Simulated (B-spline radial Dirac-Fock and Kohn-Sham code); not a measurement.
# What relativity does to the binding energies of Rb⁺

System: rubidium as Rb⁺ in the configuration [Ar] 3d10 4s2 4p6.

Both columns are ΔSCF binding energies of the configuration average from a radial finite-basis atomic code: non-relativistic Hartree-Fock with a point nucleus, and Dirac-Fock with a finite nucleus and the Coulomb interaction alone, averaged over the two j levels with weights 2j+1.

```tsv
shell	Hartree-Fock (eV)	Dirac-Fock (eV)	shift (eV)	shift (%)
1s	14958.9	15247.9	+288.98	+1.93
2s	2021.3	2087.4	+66.12	+3.27
2p	1824.5	1840.7	+16.15	+0.89
3s	327.4	338.8	+11.43	+3.49
3p	255.4	257.9	+2.52	+0.99
3d	125.4	123.0	-2.44	-1.94
4s	45.78	46.99	+1.21	+2.63
4p	26.56	26.58	+0.02	+0.08
```

Relativity binds 1s, 2s, 2p, 3s, 3p, 4s, 4p more strongly, among those listed most of all 3s in relative terms, and 3d more weakly, because the contracted s and p shells screen the nucleus better.

Values without a named source are computed, but for edge energies of neutral atoms, which are taken from tables.
